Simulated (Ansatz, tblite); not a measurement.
Removing an electron: GeMe3(NHiPr) (C6H17GeN). Total charge 0; singlet. Geometry: PBE-D4/def2-SVP. Ansatz, gas phase; energy differences of separate SCF runs; the oxidised species was run as a doublet alone.

```xyz
25

Ge   -0.880   -0.316   -0.644
C    -2.820   -0.606   -0.486
H    -3.349    0.365   -0.408
H    -3.061   -1.212    0.411
H    -3.204   -1.143   -1.376
C    -0.487    0.693   -2.290
H     0.601    0.741   -2.490
H    -0.875    1.726   -2.197
H    -0.979    0.205   -3.156
C     0.049   -2.063   -0.716
H    -0.144   -2.643    0.208
H     1.144   -1.928   -0.823
H    -0.312   -2.653   -1.584
N    -0.475    0.725    0.853
C     0.859    1.013    1.381
C     1.808    1.451    0.263
C     1.467   -0.139    2.203
H    -1.136    0.536    1.614
H     0.752    1.886    2.072
H     2.020    0.614   -0.437
H     2.781    1.783    0.678
H     1.373    2.286   -0.323
H     1.652   -1.027    1.562
H     2.433    0.154    2.669
H     0.781   -0.449    3.018
```

The xTB rows come from tblite.

| level | −HOMO (eV) | vertical IE (eV) | −LUMO (eV) | HOMO–LUMO gap (eV) |
| --- | --- | --- | --- | --- |
| GFN1-xTB | 10.30 | 13.20 | 4.45 | 5.85 |
| GFN2-xTB | 9.37 | 12.44 | 2.63 | 6.74 |
| PBE-D4/def2-TZVP | 4.85 | 7.77 | 0.04 | 4.81 |
| PBE0-D4/def2-TZVP | 6.19 | 7.94 | -0.74 | 6.93 |
| ωB97M-V/def2-TZVP | 8.52 | 8.13 | -2.11 | 10.63 |

 Raw xTB energy differences between charge states are shifted by several eV; the methods need an empirical correction for them.
